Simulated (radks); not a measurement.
Question: These are the eigenvalues of the occupied orbitals of an atom or ion with whole-number occupations (eV). All-electron calculation, Dirac Kohn-Sham, PBEsol, spin-unpolarised, spherical densities, point nucleus. Program: a radial shooting solver on a logarithmic mesh with Libxc functionals.

| orbital | eigenvalue |
|---|---|
| 1s1/2 | -25301.44 |
| 2s1/2 | -3724.550 |
| 2p1/2 | -3461.705 |
| 2p3/2 | -3286.528 |
| 3s1/2 | -682.6019 |
| 3p1/2 | -578.0509 |
| 3p3/2 | -547.1340 |
| 3d3/2 | -361.8909 |
| 3d5/2 | -355.6624 |
| 4s1/2 | -94.9121 |
| 4p1/2 | -62.0078 |
| 4p3/2 | -56.8991 |
| 4d3/2 | -7.7926 |
| 4d5/2 | -7.2346 |
| 5s1/2 | -4.4224 |

Which element is it, and in what charge state? The configuration may be excited. Open shells, if any, fill j = l - 1/2 first.

Answer: Z = 47, silver, charge 0: Ag in [Kr] 4d10 5s1. The list shows which subshells hold electrons but not how many an open one holds; the 1s level, -929.81 hartree, gives Z - s = 43.1 by -(Z - s)^2/2, which with screening and relativity narrows Z to a few neighbours, and the depths of the outer levels then fix element, charge and occupations together.
